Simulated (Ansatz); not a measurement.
C2H6ClNSi, relaxed with RKS PBE-D4/def2-SVP in the Gaussian-basis code of Ansatz from a rough embedded geometry. The force threshold is 0.03 eV/Å; the program also tests the step.

Charge 0, multiplicity 1. The bonds changed during the relaxation, so this is another structure than the one it started from.

Start:

```xyz
11

N    -1.263   -0.987    0.461
C    -0.807    0.351    0.339
C    -0.046    0.755   -0.809
Si    1.521    0.465   -0.039
Cl    1.908   -1.592    0.112
H    -0.491   -1.658    0.836
H    -1.476   -1.427   -0.451
H    -0.757    0.967    1.234
H    -0.180    1.824   -1.145
H    -0.239    0.240   -1.782
H     1.830    1.064    1.243
```

Q: How much energy does the relaxation release, and in how many steps? (An estimate is asked.)

A: The calculation gave: 1.32 eV, in 11 steps.

Q: Which bonds change most? (Estimate.)

A: The calculation gave: C3–Si4 from 1.770 to 2.061 Å; Si4–H11 from 1.449 to 1.551 Å; Si4–Cl5 from 2.098 to 2.199 Å; N1–C2 from 1.419 to 1.350 Å.

Q: Give the relaxed structure. (Estimate.)

A: The calculation gave: 
```xyz
11

N    -1.072   -0.978    0.447
C    -0.733    0.319    0.293
C    -0.110    0.861   -0.867
Si    1.834    0.551   -0.258
Cl    1.794   -1.638   -0.455
H    -1.228   -1.312    1.401
H    -0.561   -1.653   -0.145
H    -0.977    0.984    1.138
H    -0.236    1.949   -1.001
H    -0.211    0.295   -1.810
H     1.501    0.623    1.255
```
